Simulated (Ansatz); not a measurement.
Basis-set series for GeH$_{4}$Se$_{3}$ (`[SeH][GeH]([SeH])[SeH]`). Total charge 0; spin multiplicity 1. Geometry: relaxed with PBE0-D4/def2-TZVP. It is one conformer, not always the lowest.

```csv
functional,basis,functions,energy (Eh),HOMO (eV),LUMO (eV)
PBE0-D4,def2-TZVPP,248,-9283.05347,-7.13,-1.25
PBE0-D4,def2-QZVPP,476,-9283.24955,-7.14,-1.30
ωB97M-V,def2-TZVPP,248,-9283.62663,-9.26,0.58
ωB97M-V,def2-QZVPP,476,-9283.81687,-9.28,0.47
```

Problem. Give the rows for def2-SVP. (Best estimate.)

Solution. Ansatz gave: 
| functional | basis | functions | energy (Eh) | HOMO (eV) | LUMO (eV) |
| --- | --- | --- | --- | --- | --- |
| PBE0-D4 | def2-SVP | 148 | -9281.90532 | -7.01 | -0.95 |
| ωB97M-V | def2-SVP | 148 | -9282.48255 | -9.13 | 1.02 |

Positive LUMOs are unbound and depend on the basis. Scalar relativity is left out up to krypton.
